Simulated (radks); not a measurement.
Isoelectronic series with 70 electrons, each ion in its NIST ground configuration. Method: Dirac Kohn-Sham, PBE, spin-unpolarised, spherical densities, point nucleus; open shells are shared between the two j in proportion to 2j + 1; computed with a radial shooting solver on a logarithmic mesh with Libxc functionals. Total energies (hartree) and orbital eigenvalues (hartree) (* marks an orbital that is empty in some or all of the ions):

| ion | configuration | E (hartree) | 4f7/2 | 4f5/2 | 6s1/2* |
|---|---|---|---|---|---|
| Yb | [Xe] 4f14 6s2 | -14075.9597 | -0.08978 | -0.13814 | -0.14418 |
| Lu+ | [Xe] 4f14 6s2 | -14580.8950 | -0.65251 | -0.70853 | -0.40594 |
| Hf2+ | [Xe] 4f14 5d2 | -15096.8704 | -1.14192 | -1.20604 | -0.64284 |
| Ta3+ | [Xe] 4f14 5d2 | -15624.1670 | -1.90665 | -1.97962 | -0.99810 |
| W4+ | [Xe] 4f14 5d2 | -16162.6718 | -2.77750 | -2.86002 | -1.40344 |
| Re5+ | [Xe] 4f14 5d2 | -16712.4631 | -3.74207 | -3.83487 | -1.85375 |
| Os6+ | [Xe] 4f14 5d2 | -17273.6327 | -4.79317 | -4.89701 | -2.34621 |
| Ir7+ | [Xe] 4f14 5d2 | -17846.2823 | -5.92601 | -6.04172 | -2.87900 |
| Pt8+ | [Xe] 4f14 5d2 | -18430.5222 | -7.13717 | -7.26560 | -3.45089 |
| Au9+ | [Xe] 4f14 5d2 | -19026.4706 | -8.42406 | -8.56609 | -4.06099 |
| Hg10+ | [Xe] 4f14 5d2 | -19634.2532 | -9.78463 | -9.94119 | -4.70864 |
| Tl11+ | [Xe] 4f14 5d2 | -20254.0031 | -11.21725 | -11.38931 | -5.39338 |
| Pb12+ | [Xe] 4f14 5d2 | -20885.8609 | -12.72056 | -12.90914 | -6.11484 |
| Bi13+ | [Xe] 4f14 5d2 | -21529.9748 | -14.29344 | -14.49959 | -6.87279 |

4f7/2 drops below 6s1/2 between Yb and Lu+. 4f5/2 drops below 6s1/2 between Yb and Lu+.
